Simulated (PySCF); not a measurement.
Saddle point of BH3BrF, closed shell (BH₂F ([BH2][F]) + HBr → BH₂Br ([BH2][Br]) + HF; bonds formed: B1–Br6, F2–H5; bonds broken: B1–F2, H5–Br6), PBE0-D4/def2-TZVP structure:

```xyz
6
angstrom
B -0.0770 0.3023 -0.4782
F 1.2218 0.0798 0.2697
H -0.1034 -0.3093 -1.4957
H -0.4695 1.4154 -0.3467
H 0.5249 -0.5596 1.0070
Br -1.0970 -0.9285 1.0440
```

Energies are electronic, without zero-point energy. Barriers and step energies count from the start structure reached by relaxing down the imaginary mode; all methods use the PBE0-D4 structures, on which another method's saddle can fall below an end. PySCF 2.14 with density fitting (its default auxiliary sets; JK sets also for MP2 and CCSD(T)); basis: def2-TZVPP, with def2-QZVPP for the basis limit; cores frozen in the correlated methods. Filled d shells of the heavier atoms are correlated. The def2 sets are not built for correlating such inner shells, so the correlated values are less sure here. B3LYP uses VWN-RPA correlation. Extrapolation: Hartree–Fock as exp(−7.88 √X), correlation as X^−2.97.

```tsv
method	barrier (kJ/mol)	step energy (kJ/mol)
SPW92	32.4	42.7
PBE-D4	?	46.6
r2SCAN-D4	?	50.3
PBE0-D4	79.7	47.8
B3LYP-D4	99.1	59.3
BHLYP-D4	116.2	61.0
wB97M-V	94.0	53.2
HF	?	71.3
MP2	90.1	47.4
CCSD	112.1	56.0
CCSD(T)	100.5	52.9
```

(1) Fill in the withheld barriers. (An estimate is asked for; the value comes from the calculation.)

No T1 diagnostic of these runs exceeds 0.010.

Answers

(1) Computed: r2SCAN-D4 77.8; HF 166.6; PBE-D4 65.9 kJ/mol. Each is the energy of the saddle less that of the start structure, by the same method.

For comparison, the barrier by CCSD(T) at an estimated basis limit (MP2 extrapolated from triple and quadruple zeta, plus CCSD(T) − MP2 in triple zeta) is 97.2 kJ/mol.

Labels in which every atom is bracketed show which atoms are joined, not bond orders.

For scale, one of the runs: CCSD(T)/def2-TZVPP, 152 basis functions, launched by `OMP_NUM_THREADS=4 python run.py`. Hardware: 4 CPU threads of an Arm Neoverse V1, shared host. Wall time 2.9 min; peak host memory 1.4 GiB.
